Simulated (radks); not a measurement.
Problem. Species: Ti4+. Configuration: [Ar]. Calculated with a radial shooting solver on a logarithmic mesh with Libxc functionals: scalar-relativistic Kohn-Sham, r2SCAN, spin-polarised, spherical densities, finite nucleus; meta-GGA in the generalised Kohn-Sham scheme; Fermi nuclear charge, rms radius 3.5921 fm. Some entries of the table are withheld. Estimate them.

orbital  occ.  eigenvalue (hartree)  <1/r> (bohr^-1)
1s          2             -181.6547              (1)
2s          2             -22.04571            4.566
2p          6             -18.54555            4.453
3s          2                   (2)            1.437
3p          6              -3.31962            1.325
3d          0                   (3)              (4)
4s          0              -1.26663              (5)

Solution. 
(1) 1s <1/r> (bohr^-1): 21.80
(2) 3s eigenvalue (hartree): -4.26173
(3) 3d eigenvalue (hartree): -1.88927
(4) 3d <1/r> (bohr^-1): 1.096
(5) 4s <1/r> (bohr^-1): 0.5580
